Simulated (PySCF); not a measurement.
## One reagent, a row of partners

Four-centre ligand exchange: H₂ meets different compounds of Zn. Each row is one chosen step, not always the lowest open to these reactants.

Gas-phase electronic energies, without zero-point energy, by CCSD(T) at an estimated basis limit (MP2 extrapolated from triple and quadruple zeta, plus CCSD(T) − MP2 in triple zeta); PySCF 2.14 with density fitting (its default auxiliary sets; JK sets also for MP2 and CCSD(T)), def2-TZVPP and QZVPP, frozen cores, on PBE0-D4/def2-TZVP structures. Extrapolation: Hartree–Fock as exp(−7.88 √X), correlation as X^−2.97. All energies, in kcal/mol, count from the separated reactants, without counterpoise correction; the start and end structures are the complexes reached by relaxing down from the saddle, and deeper ones may exist. Brackets give SMILES, or, where every atom is bracketed, only which atoms are joined. Steps whose reference was doubtful or whose search ended elsewhere are left out.

| reactants | products | broken | formed | start structure | saddle | end structure | saddle by PBE0-D4/TZ |
| --- | --- | --- | --- | --- | --- | --- | --- |
| ZnHClO ([OH][Zn][Cl]) + H₂ | ZnHCl ([Cl][ZnH]) + H₂O, still joined by a dative O–Zn bond | H–H, O–Zn | H–O, H–Zn | -1.84 | ? | -9.38 | 18.80 |
| ZnCl₂ + H₂ | ZnHCl ([Cl][ZnH]) + HCl | Cl–Zn, H–H | Cl–H, H–Zn | -1.23 | 36.53 | 22.37 | 31.07 |
| ZnBrCl + H₂ | ZnHCl ([Cl][ZnH]) + HBr | Br–Zn, H–H | Br–H, H–Zn | -1.16 | 38.67 | 26.04 | 33.34 |

Q: What is the height of the saddle for ZnHClO ([OH][Zn][Cl]) + H₂? (To be estimated.)

A: The calculation gives: 22.97 kcal/mol relative to the separated reactants, the lowest of the series; above its start structure the barrier is 22.97 − (-1.84) ≈ 24.80 kcal/mol.

Q: How do the PBE0-D4 saddles lie against the coupled-cluster estimate?

A: All lower, by 4.17 to 5.46 kcal/mol.

The T1 diagnostic stays at or below 0.016. The filled d shells of Br are correlated in sets not built for that, so values that involve them are less sure.

For scale, one of the runs: CCSD(T)/def2-TZVPP, 182 basis functions, launched by `OMP_NUM_THREADS=4 python run.py`. Hardware: 4 CPU threads of an Arm Neoverse V1, shared host. Wall time 8.2 min; peak host memory 2.3 GiB.
